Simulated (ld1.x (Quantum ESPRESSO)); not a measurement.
## Before and after: TM potential for gallium (Ga)

gallium, norm-conserving Troullier–Martins (Kleinman–Bylander form), made with ld1.x (Quantum ESPRESSO) 7.5 (PBE, scalar-relativistic). Core [Ar], reference 3d10 4s1 4p2. Waves: 4s (bound): rc 1.60 bohr; 4p (bound): rc 2.65 bohr; 3d (bound): rc 1.15 bohr. Local part: all-electron potential smoothed inside 1.40 bohr (lloc = -1). Core correction: a·sin(br)/r model core inside 0.75 bohr.

Change: local potential all-electron potential smoothed inside 1.56 bohr (lloc = -1).

Cutoffs: the cutoffs (Ry, on a coarse ladder) from which the occupation-weighted sum of valence levels, in a spherical-Bessel basis at the reference potential, stays within 10 and 1 mRy of its value at 400 Ry; they do not see the model core or the augmentation charge, which bear on the density cutoff. Errors are all-electron minus pseudo energies relative to the spin-unpolarised reference configuration.

Question: How do hardness, ghosts and transferability respond?

Answer: Of the 7 tests that both files solve, the error grows in 2 and shrinks in 2 by more than 15 % and 0.3 meV (median size 3.8 → 9.2 meV); neither file shows a bound ghost.

| quantity | base | changed |
| --- | --- | --- |
| cutoff, loose | 200 Ry | 200 Ry |
| cutoff, tight | over 300 Ry | over 300 Ry |
| bound ghosts | none | none |
| error for 3d10 4s2 4p1, meV [ΔE -6.54 eV] | +3.1 | +2.3 |
| error for 3d10 4s2 4p0, meV [ΔE -0.85 eV] | +1.2 | +1.2 |
| error for 3d10 4s1 4p0, meV [ΔE 20.28 eV] | -3.8 | -9.2 |
| error for 3d10 4s0 4p0, meV [ΔE 51.55 eV] | -60 | -60 |
| error for 3d9 4s0 4p0, meV [ΔE 115.43 eV] | -212 | -242 |
| error for 3d9 4s2 4p1, meV [ΔE 21.16 eV] | +140 | -219 |
| error for 3d10 4s2 4p1.3, meV [ΔE -7.07 eV] | +3.7 | +2.7 |
| s: phases at 2.89 bohr within 0.05 rad from the reference energy up to (Ry; the scan ends near 5) | 0.1 | 0.8 |
| p: phases at 2.89 bohr within 0.05 rad from the reference energy up to (Ry; the scan ends near 5) | 1.9 | 2.0 |
| d: phases at 2.89 bohr within 0.05 rad from the reference energy up to (Ry; the scan ends near 5) | 0.8 | 0.7 |
